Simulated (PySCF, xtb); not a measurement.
AgI, SMILES [Ag][I] (connectivity only; charge and spin as stated), charge -1, multiplicity 2.

Harmonic wavenumbers (cm⁻¹) from GFN2-xTB run with xtb at its own minimum, in rising order: 89.

What does PySCF with B3LYP-D3(BJ)/def2-TZVPD give at its own minimum? (An estimate is asked for; the answer gives what the named calculation found.)

111. Paired by order, the mean absolute difference is 22 cm⁻¹ and the zero-point energies are 0.1 and 0.2 kcal/mol.
